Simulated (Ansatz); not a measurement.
Compare A (`FC[C]1=[CH][AlH]1`) with its isomer B (`F[C]1=C[CH2][AlH]1`).

Program: Ansatz. Geometries: PBE0-D4/def2-TZVP. ΔE: electronic, gas phase. CBS: MP2 limit from def2 TZ/QZ plus the TZ coupled-cluster correction, frozen cores. Functionals use def2-TZVPP. B3LYP here is the variant with VWN-RPA as its local correlation; programs differ in this. Each species was taken in one conformer, which may not be the lowest.

A:

```xyz
9

F     1.6541   -1.6370   -0.1574
C     1.0888   -0.6080    0.5757
C    -0.0707   -0.0110   -0.1113
C    -0.8948    1.0113    0.2778
Al   -1.3885    0.3414   -1.3719
H     1.8682    0.1448    0.7419
H     0.7922   -1.0199    1.5473
H    -0.8436    1.5916    1.1986
H    -2.2056    0.1867   -2.7007
```

B:

```xyz
9

F    -2.485    0.759   -0.054
C    -1.173    0.528    0.020
C    -0.617   -0.670   -0.242
C     0.894   -0.650   -0.081
Al    0.577    1.237    0.389
H    -1.179   -1.559   -0.538
H     1.426   -0.884   -1.006
H     1.250   -1.336    0.692
H     1.307    2.576    0.820
```

(1) Which is lower in electronic energy at CCSD(T)/CBS, and by how much? (An estimate is asked.)

(2) Give E(B) − E(A) in kcal/mol with r2SCAN-D4, CCSD(T)/def2-SVP, HF/def2-TZVPP, MP2/def2-TZVPP, B3LYP, CCSD(T)/def2-TZVPP, ωB97M-V. (Estimate.)

(3) Does the order hold for the free energy at 298.15 K (harmonic terms from PBE0-D4)? (An estimate is asked.)

Largest T1 diagnostic: 0.013.

## Answers

(1) The calculation gave: B, by 17.9 kcal/mol.

(2) Computed: r2SCAN-D4 -18.1, CCSD(T)/def2-SVP -17.3, HF/def2-TZVPP -15.6, MP2/def2-TZVPP -18.1, B3LYP -17.6, CCSD(T)/def2-TZVPP -18.1, ωB97M-V -18.6. None reverses the order clearly.

(3) The calculation gave: Yes: G(B) − G(A) = -17.6 kcal/mol, for one conformer each.

In def2-TZVPP, CCSD(T) changes the Hartree–Fock value by −2.5 kcal/mol (the triples alone add −0.2 kcal/mol) and MP2 by −2.5 kcal/mol. Leaving LDA and LC-ωPBE aside and taking each functional with its dispersion term where it has one, the values, not all of them listed here, spread over 1.8 kcal/mol, from PBE-D4 to BHLYP-D4. LDA lies −2.0 kcal/mol from PBE without D4.
